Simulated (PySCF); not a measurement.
Calculated NMR parameters of O=C(F)c1cc(F)co1

```
Formula                               : C5H2F2O2
SMILES                                : O=C(F)c1cc(F)co1
Point group of the computed structure : Cs
Degrees of unsaturation               : 4
Carbon signals                        : 5
Proton signals                        : 2
```

Bonds (- single, = double, # triple, : aromatic): O1=C2 1.184 Å, C2-F3 1.359 Å, C2-C4 1.451 Å, C4:C5 1.380 Å, C5:C6 1.405 Å, C6-F7 1.328 Å, C6:C8 1.373 Å, C8:O9 1.329 Å, O9:C4 1.350 Å. C5 carries H10; C8 carries H11.

No solvent model, relativity neglected, a single conformation. NMR shieldings at PBE0/pcSseg-1/GIAO; GFN2-xTB geometry; PySCF 2.14.0 with density-fitted response routines.

Shifts are taken against calculated references (same method and geometry level): $^{1}$H, $^{13}$C against TMS; $^{19}$F vs CFCl3; $^{17}$O against H2O.

```tsv
carbon	δC, type	δH (multiplicity)	HMBC from (2–3 bonds)	span of the C tensor (ppm)
C2	156.2, C	–	H10	193
C4	143.2, C	–	H10, H11	116
C5	123.1, CH	7.71 (m)	H11	174
C6	164.9, C	–	H10, H11	104
C8	139.1, CH	7.69 (m)	H10	131
```

Other nuclei:
```tsv
atoms	nucleus	environment	δ (ppm)	σ (ppm)
F3	$^{19}$F	fluorine bonded to C	20.9	150.0
F7	$^{19}$F	aryl fluorine	-172.7	343.7
O1	$^{17}$O	carbonyl oxygen	417.8	-81.7
O9	$^{17}$O	aromatic ring oxygen	285.9	50.2
```

1. Carbon types of the structure: 3 × C, 2 × CH, which accounts for all hydrogens.
2. δC 164.9: aromatic carbon bearing fluorine; σ withdrawal by the attached heteroatom moves it downfield of the ring CH carbons.
3. δC 156.2: carbonyl carbon.
4. δC 143.2: substituted aromatic carbon next to the ring oxygen.
5. δC 139.1: aromatic CH next to the ring oxygen.
6. δC 123.1: aromatic CH.

Splittings by $^{19}$F in the carbon and heteronuclear signals aren't shown, as no couplings were computed. Shifts are as computed. Against solution values, carbons near 30 ppm lie about +3 ppm off and those near 130 ppm about +5 ppm. Of 1211 compounds with measured shifts, 218 miss one by over three times the rms of a fit or turn the order of signals round; such compounds aren't used in these exercises. Unscaled 19F shifts against computed CFCl3 carry errors that often reach 10 to 50 ppm. Unscaled 17O shifts of doubly bonded oxygen tend to come out too high, by tens of ppm or more. Experimental scales use liquid or dissolved standards, which lie at an offset from isolated H2O (liquid H2O: subtract about 36 ppm). Multiplicities follow the n + 1 count of equivalent neighbours, as no J values were calculated; m marks all less simple cases, F and P coupling included.
